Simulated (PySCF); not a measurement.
Computed properties of CH₇ClOSi₂, SMILES [SiH3]CO[SiH2]Cl

CH7ClOSi2, SMILES [SiH3]CO[SiH2]Cl. Geometry optimised at PBE0-D3(BJ)/def2-SVP. This is a generated structure with no PubChem entry under its InChIKey; it may be hypothetical. Other conformers were not sampled. All values are computed for the isolated molecule unless a solvent is named; none is compared with measurement here.

**Structure.** All 30 harmonic modes at PBE0-D3(BJ)/def2-SVP (PySCF) are real, so it is a minimum. With heavy atoms numbered as in [SiH3:1][CH2:2][O:3][SiH2:4][Cl:5], the shortest bond between them is C2–O3 at 1.417 Å and the longest Si4–Cl5 at 2.071 Å.

**Vibrations.** The strongest infrared lines (harmonic, unscaled, degenerate partners summed) lie at 898 cm⁻¹ (474 km/mol, H 84 %, Si 14 %), 1166 cm⁻¹ (229 km/mol, O 51 %, C 34 %, H 12 %), 959 cm⁻¹ (145 km/mol, H 93 %). The softest mode is at 25 cm⁻¹ and the zero-point energy is 48.0 kcal/mol.

**Electronic structure.** CAM-B3LYP/def2-TZVP (PySCF) places the frontier levels at -9.39 and 1.18 eV, a gap of 10.57 eV, and gives a dipole moment of 0.93 D and a mean polarisability of 77.4 bohr³. PBE/def2-TZVP (PySCF) at the same geometry gives -6.60 and -0.71 eV, so its gap is 4.68 eV narrower. An orbital gap is neither the optical nor the fundamental gap.

**Excitations.** TDA-PBE0/def2-SVPD (PySCF) has S1 at 6.81 eV (182 nm, f = 0.002, dark); the most intense of the 10 singlets computed lies at 7.86 eV (f = 0.10). T1 (TDA) is at 6.43 eV, 0.38 eV under S1. TDA-PBE/def2-SVPD (PySCF) puts S1 at 6.02 eV. No vertical singlet excitation falls in the visible range (under 3.1 eV).

**NMR.** GIAO shifts at B3LYP/pcSseg-1 (PySCF) (non-relativistic, atoms alike by connectivity averaged): ¹³C at 53.4 ppm against TMS; ¹H from 4.1 to 5.5 ppm against TMS; ²⁹Si from -74.1 to -18.0 ppm against TMS. Without spin–orbit terms, shifts of atoms bonded to Cl or Br come out too high.
